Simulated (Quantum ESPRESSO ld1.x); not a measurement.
Values are calculated unless marked as measured or tabulated.
Question: Hf XXXVI, configuration [Kr] 4d1. Code: ld1.x of Quantum ESPRESSO 7.5. Model: scalar-relativistic Kohn-Sham, LDA (Slater exchange, VWN5 correlation), spin-unpolarised, spherical densities, point nucleus. Some entries of the table are withheld. Estimate them.

orbital,occ.,eigenvalue (eV),<1/r> (bohr^-1),<r^2> (bohr^2)
1s,2,(1),83.77,0.0004956
2s,2,-12620.5,19.57,0.007639
2p,6,-11264.4,17.85,(2)
3s,2,-3960.25,7.315,0.04881
3p,6,(3),(4),0.04911
3d,10,-3083.64,6.431,(5)
4s,2,-1767.04,3.467,(6)
4p,6,-1617.36,3.249,0.2145
4d,1,-1435.03,3.046,0.2166

Answer: 
(1) 1s eigenvalue (eV): -66692.2
(2) 2p <r^2> (bohr^2): 0.006279
(3) 3p eigenvalue (eV): -3554.44
(4) 3p <1/r> (bohr^-1): 6.795
(5) 3d <r^2> (bohr^2): 0.04035
(6) 4s <r^2> (bohr^2): 0.2012
